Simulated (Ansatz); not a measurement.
A nudged elastic band was laid between two geometries of C3H9NSi (14 atoms, charge 0, multiplicity 1).

These are results of Ansatz 0.2.0, RKS PBE/def2-SVP, not measurements.

```
movable images  : 5
climbing image  : yes
spring          : 5.0 eV/Å²
optimiser       : quadratic models (default)
start path      : IDPP
force threshold : 0.05 eV/Å
iteration limit : 60
end points      : relaxed
```

Image 0:

```xyz
14
Properties=species:S:1:pos:R:3
C -1.369 -0.514 0.449
C 0.107 -0.329 0.705
N 0.517 -0.807 1.938
C 0.949 0.305 -0.170
Si 0.482 1.091 -1.789
H -1.677 -0.098 -0.528
H -1.641 -1.592 0.457
H -1.969 -0.019 1.242
H 1.523 -0.885 2.097
H -0.030 -1.559 2.360
H 2.013 0.377 0.126
H 1.726 1.655 -2.424
H -0.513 2.223 -1.657
H -0.129 0.124 -2.778
```

Image 6:

```xyz
14
Properties=species:S:1:pos:R:3
C -1.358 -0.570 0.418
C 0.119 -0.386 0.673
N 0.567 -1.032 1.812
C 0.950 0.302 -0.172
Si 0.480 1.103 -1.783
H -1.684 -0.070 -0.512
H -1.611 -1.649 0.339
H -1.959 -0.153 1.255
H 1.505 -0.804 2.143
H -0.108 -1.212 2.557
H 2.013 0.376 0.125
H 1.721 1.684 -2.410
H -0.517 2.232 -1.633
H -0.133 0.150 -2.784
```

Problem. What changes between the two ends?

Solution. No bond is made or broken. The height of N3 over the plane of its neighbours goes from -0.22 to 0.21 Å. The two ends are copies of one structure, up to a mirror image or an exchange of like atoms.

Problem. Give the energies along the band, and the barrier.

Solution. The forces met the threshold. The highest image is number 3 of 0 to 6, 0.3 kcal/mol above the ends, which have the same energy within 2 meV. A vibrational analysis at the climbing image gives one clearly imaginary mode, 291i cm⁻¹: a first-order saddle point.

```tsv
image	path coordinate (Å)	energy (kcal/mol)	height of N3 over the plane of its neighbours (Å)
0	0.00	0.0	-0.22
1	0.10	0.0	-0.18
2	0.20	0.2	-0.10
3	0.30	0.3	0.00
4	0.40	0.2	0.10
5	0.50	0.0	0.18
6	0.60	0.0	0.21
```

Problem. What is the geometry of the highest image?

Solution. 
```xyz
14
Properties=species:S:1:pos:R:3
C -1.360 -0.542 0.433
C 0.118 -0.358 0.686
N 0.549 -0.920 1.865
C 0.951 0.307 -0.177
Si 0.477 1.102 -1.787
H -1.676 -0.084 -0.522
H -1.623 -1.621 0.398
H -1.960 -0.083 1.247
H 1.526 -0.859 2.142
H -0.092 -1.407 2.485
H 2.016 0.381 0.114
H 1.718 1.678 -2.420
H -0.520 2.232 -1.649
H -0.136 0.146 -2.787
```

Problem. What are the harmonic wavenumbers there?

Solution. 291i, 22, 106, 158, 173, 394, 439, 446, 515, 606, 644, 761, 774, 882, 904, 908, 934, 969, 1007, 1053, 1208, 1319, 1382, 1396, 1405, 1552, 1637, 2108, 2119, 2159, 2963, 3034, 3063, 3091, 3536, 3663 cm⁻¹.

The band took 5 iterations and roughly 2.6 core-minutes.

Time of the run: 81 s on 2 threads of Arm Neoverse V1 (shared host), peak memory 0.16 GiB.
